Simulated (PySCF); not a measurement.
CH8O2Si3, SMILES OC(=O)[SiH2][SiH2][SiH3] (GFN2-xTB optimised geometry):

```
14

O      0.621    -1.276     0.000
C     -0.591    -1.276     0.000
O     -1.293    -2.408    -0.011
Si    -1.639     0.326     0.000
Si    -0.090     1.828    -0.838
Si     1.992     1.568     0.159
H     -0.710    -3.189    -0.009
H     -2.897    -0.051    -0.652
H     -1.982     0.515     1.417
H     -0.024     1.666    -2.303
H     -0.637     3.189    -0.689
H      2.897     0.722    -0.613
H      2.669     2.866     0.305
H      1.862     1.031     1.514
```

Computed with PySCF with B3LYP/def2-TZVP.

Question: What are the frontier orbital energies and the dipole moment?

Answer: HOMO-2 -8.68 eV, HOMO-1 -8.21 eV, HOMO -7.67 eV, LUMO -1.17 eV, LUMO+1 -0.73 eV; dipole moment 1.28 D.

Meta-Löwdin charges at B3LYP/def2-TZVP: O1 -0.46, C2 0.33, O3 -0.45, Si4 0.36, Si5 0.14, Si6 0.29, H7 0.35, H8 -0.07, H9 -0.08, H10 -0.07, H11 -0.08, H12 -0.07, H13 -0.10, H14 -0.08.
